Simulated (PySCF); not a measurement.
2-methylidenecyclopent-3-en-1-one (C6H6O), SMILES C=C1C=CCC1=O. Coordinates come from a PBE0-D3(BJ)/def2-SVP optimisation. The values are those of a single conformer.

Computed equilibrium geometry at PBE0-D3(BJ)/def2-SVP (PySCF confirms it by a frequency run) as bond lengths and angles, and its point group (one conformer of several):
point group Cs.
Atoms: C1 C2 C3 C4 C5 C6 O7 H8 H9 H10 H11 H12 H13. Bonded distances (Å): C1–C2 1.341, C1–H8 1.094, C1–H9 1.093, C2–C3 1.458, C2–C6 1.505, C3–C4 1.347, C3–H10 1.092, C4–C5 1.498, C4–H11 1.092, C5–C6 1.527, C5–H12 1.104, C5–H13 1.104, C6–O7 1.204. Angles (°): C2–C1–H8 119.0, C2–C1–H9 122.3, H8–C1–H9 118.7, C1–C2–C3 130.9, C1–C2–C6 122.7, C3–C2–C6 106.4, C2–C3–C4 111.0, C2–C3–H10 123.8, C4–C3–H10 125.2, C3–C4–C5 112.2, C3–C4–H11 124.6, C5–C4–H11 123.1, C4–C5–C6 103.4, C4–C5–H12 113.7, C4–C5–H13 113.7, C6–C5–H12 110.1, C6–C5–H13 110.1, H12–C5–H13 106.1, C2–C6–C5 107.0, C2–C6–O7 126.5, C5–C6–O7 126.5.
